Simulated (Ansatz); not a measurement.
Computed with Ansatz on PBE0-D4/def2-TZVP structures; ΔE is electronic, products minus reactants. CCSD(T)/CBS adds triple-zeta CCSD(T) − MP2 to the extrapolated MP2 energy (def2 sets, frozen cores). This one scheme is used for every species. Elements past krypton have def2 core potentials. For Ge, In outer-core shells are correlated without core-valence functions, which leaves a few kJ/mol of doubt a bond. Scalar relativity is left out up to krypton.

Consider the formal hydrolysis of a Ge–N bond: `C[N]([GeH3])[InH2]` + H₂O → `[OH][GeH3]` + `C[NH][InH2]`.

```
             species  CCSD/CBS(def2) energy (Eh)
`C[N]([GeH3])[InH2]`                 -2363.43064
                 H₂O                   -76.37179
        `[OH][GeH3]`                 -2153.68000
       `C[NH][InH2]`                  -286.12435
```

Q: Work out ΔE.

A: ΔE = (-2153.68000) + (-286.12435) − (-2363.43064) − (-76.37179) = -0.00192 Eh = -5.0 kJ/mol. CCSD(T)/CBS gives -1.5 kJ/mol.

Largest T1 diagnostic among the species: 0.016.

Leaving LDA and LC-ωPBE aside and taking each functional with its dispersion term where it has one, the values, not all of them listed here, spread over 9.2 kJ/mol, from CAM-B3LYP-D4 to PBE-QIDH. LDA lies +8.7 kJ/mol from PBE without D4. From BLYP to BHLYP (50 % exact exchange), in def2-TZVPP and without D4, ΔE moves by +3.5 kJ/mol.
